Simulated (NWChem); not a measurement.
System: Si₃H₇Cl; SMILES [SiH]([SiH3])(Cl)[SiH3]

The following NWChem deck was run.

```
start job
memory heap 200 mb stack 900 mb global 1100 mb
geometry units angstroms noautoz
  Si    -0.061836     0.584225     0.000000
  Si     0.983311    -0.174723    -1.959024
  Si     0.983311    -0.174723     1.959024
  Cl    -2.011416    -0.175355     0.000000
  H     -0.151346     2.077328     0.000000
  H      2.380429     0.357449    -2.023170
  H      0.222201     0.285475    -3.159415
  H      1.029325    -1.668185    -1.941459
  H      0.222201     0.285475     3.159415
  H      2.380429     0.357449     2.023170
  H      1.029325    -1.668185     1.941459
end
basis spherical
  * library 3-21g
end
dft
  xc pbe0
  iterations 150
  mulliken
end
task dft energy
```

The geometry was optimised at PBE0/def2-SVP.

Problem. Predict the main results of this run. (PBE0/3-21G.) Quantities: basis functions; energy (Ha); highest occupied level (eV); orbital gap (eV); dipole (D).

Solution. 
```yaml
number_of_basis_functions: 66
energy (Ha): -1325.54
highest occupied level (eV): -8.06
orbital gap (eV): 7.23
dipole (D): 2.55
```
